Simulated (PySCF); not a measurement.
Sb(H)(SiH3)2 (H7SbSi2), SMILES [SiH3][SbH][SiH3].

Coordinates come from a PBE-D3(BJ)/def2-SVP optimisation. The def2 effective core potentials stand for the cores of Sb; spin–orbit coupling is left out.

These are PBE-D3(BJ)/def2-SVP in PySCF values and carry that method's errors.

Frequencies are harmonic and unscaled.

| mode | ν (cm⁻¹) | IR (km/mol) | moving atoms (share of kinetic energy) |
|---|---|---|---|
| 1 | 63 | 0.0 | H 98 % |
| 2 | 74 | 0.3 | H 53 %, Si 39 % |
| 3 | 106 | 0.3 | H 62 %, Si 32 % |
| 4 | 294 | 0.6 | Si 72 %, Sb 19 %, H 9 % |
| 5 | 296 | 0.6 | Si 73 %, Sb 20 % |
| 6 | 391 | 4.0 | H 97 % |
| 7 | 392 | 11.8 | H 97 % |
| 8 | 464 | 1.7 | H 92 % |
| 9 | 524 | 0.0 | H 87 %, Si 11 % |
| 10 | 595 | 22.3 | H 92 % |
| 11 | 596 | 14.5 | H 91 % |
| 12 | 810 | 412.3 | H 92 % |
| 13 | 846 | 200.2 | H 92 %, Si 8 % |
| 14 | 899 | 17.7 | H 97 % |
| 15 | 904 | 18.3 | H 97 % |
| 16 | 904 | 44.6 | H 97 % |
| 17 | 906 | 42.4 | H 98 % |
| 18 | 1865 | 103.7 | H 99 % |
| 19 | 2144 | 87.1 | H 99 % |
| 20 | 2146 | 47.8 | H 99 % |
| 21 | 2164 | 33.6 | H 96 % |
| 22 | 2165 | 56.9 | H 96 % |
| 23 | 2167 | 78.1 | H 96 % |
| 24 | 2168 | 140.7 | H 96 % |
